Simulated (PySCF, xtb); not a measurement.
Si(F)2(Me)(SeH) (CH₄F₂SeSi), SMILES C[Si](F)(F)[SeH].

GFN2-xTB (xtb) at its own geometry gives an orbital gap of 4.47 eV and a dipole moment of 3.44 D.

Coordinates come from a PBE0-D3(BJ)/def2-SVP optimisation. The structure was generated by enumeration, and PubChem lists no compound with its InChIKey, so it may never have been made. Other conformers were not sampled.

### Question
What does PBE/def2-TZVP run with PySCF give? (An estimate is asked for; the answer gives what the named calculation found.)

### Answer
gap 5.23 eV (levels -6.32 and -1.09 eV), dipole 2.45 D.
